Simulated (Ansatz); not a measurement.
Reaction (redistribution): `C=C=N[SiH](F)F` + `F[SiH2][S][AlH2]` → `F[SiH2]S[SiH](F)F` + `C=C=[N][AlH2]`

Program: Ansatz. Geometries: PBE0-D4/def2-TZVP. ΔE: electronic, gas phase. CCSD(T)/CBS is the MP2 limit (def2-TZVPP, def2-QZVPP) plus CCSD(T) − MP2 in def2-TZVPP, frozen cores. One conformer a species, not always the lowest.

```tsv
species	SCS-MP2/def2-TZVPP energy (Eh)
`C=C=N[SiH](F)F`	-621.11834
`F[SiH2][S][AlH2]`	-1030.98821
`F[SiH2]S[SiH](F)F`	-1277.04175
`C=C=[N][AlH2]`	-375.05854
```

(1) Work out ΔE.

Largest T1 diagnostic among the species: 0.015.

Results:

(1) ΔE = (-1277.04175) + (-375.05854) − (-621.11834) − (-1030.98821) = 0.00626 Eh = +3.9 kcal/mol. CCSD(T)/CBS gives +4.4 kcal/mol.

At CCSD(T), def2-SVP lies −1.8 kcal/mol from the extrapolated value and def2-TZVPP −0.1 kcal/mol. From PBE to PBE0 (25 % exact exchange), in def2-TZVPP and without D4, ΔE moves by +1.2 kcal/mol.
